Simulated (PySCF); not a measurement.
## 19F chemical shifts

[PySCF 2.14: GIAO PBE0/pcSseg-1 shieldings; geometry from GFN2-xTB; non-relativistic; one computed conformer; fast rotation and ring inversion assumed for equivalent nuclei; gas phase]

Shieldings were converted by a linear fit to measured shifts: 19F (scatter 6.0 ppm rms, 7.0 ppm with the 5 outliers that the fit left out vs CFCl3, solution or neat liquid, with a term for F on sp3 carbon). A few per cent of atoms miss by over 2 rms, more outside the fitted compound classes.

**Question.** Give the 19F shifts of `O[SiH](O)[C@H]([SiH3])CF`.

**Answer.** 
| compound | environment | δ (ppm) |
| --- | --- | --- |
| O[SiH](O)[C@H]([SiH3])CF | fluorine on an sp3 carbon | -212.7 |

**Question.** Match the shifts -76.6, -148.5, -178.0, -203.1, -216.7 ppm to `F/C1=C/OC[SiH2]OCC1`, `CO[SiH2]CC(=C=O)CF`, `CC(=O)[Si@@H](C=O)[C@@H](C)F`, `C[SiH2]CC(F)(C=O)C=O`, `CO[C@H]1C=C(F)C[SiH2]O1`.

**Answer.** -76.6: CO[C@H]1C=C(F)C[SiH2]O1 (vinylic fluorine); -148.5: F/C1=C/OC[SiH2]OCC1 (vinylic fluorine); -178.0: C[SiH2]CC(F)(C=O)C=O (fluorine on an sp3 carbon); -203.1: CO[SiH2]CC(=C=O)CF (fluorine on an sp3 carbon); -216.7: CC(=O)[Si@@H](C=O)[C@@H](C)F (fluorine on an sp3 carbon).
